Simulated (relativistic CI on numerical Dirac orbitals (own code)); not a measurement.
**Spin-allowed bands of a d2 ion in an octahedral site, by hand**

Problem. Take Δ = 25110 cm⁻¹ and B = 930 cm⁻¹ for a d2 ion in an octahedral site. Calculate the three spin-allowed bands.

Working.
1. The terms of highest spin are 3F (energy 0) and 3P (15B = 13950 cm⁻¹). Here the F term splits into A2 at +1.2Δ = 30132, T2 at +0.2Δ = 5022 and T1 at −0.6Δ = -15066 cm⁻¹.
2. The two T1 states mix through the element 0.4Δ: H = [[-15066, 10044], [10044, 13950]], with roots ½(H₁₁ + H₂₂) ∓ ½√[(H₂₂ − H₁₁)² + 4H₁₂²] = ½(-1116) ∓ ½(35291) = -18204 and 17088 cm⁻¹.
3. The ground term is 3T1 at -18204 cm⁻¹.
4. Bands: 3T2 23226 cm⁻¹ (431 nm), 3T1(P) 35291 cm⁻¹ (283 nm), 3A2 48336 cm⁻¹ (207 nm).

Check. Exact diagonalisation of the whole d2 shell with these parameters gives 3T2 23226, 3T1 35291, 3A2 48336 cm⁻¹. The match is exact, since without spin-orbit coupling no other term has this spin. The ratio of the second band to the first, 1.519, depends on Δ/B = 27.0 alone, which is how a Tanabe-Sugano diagram is read.
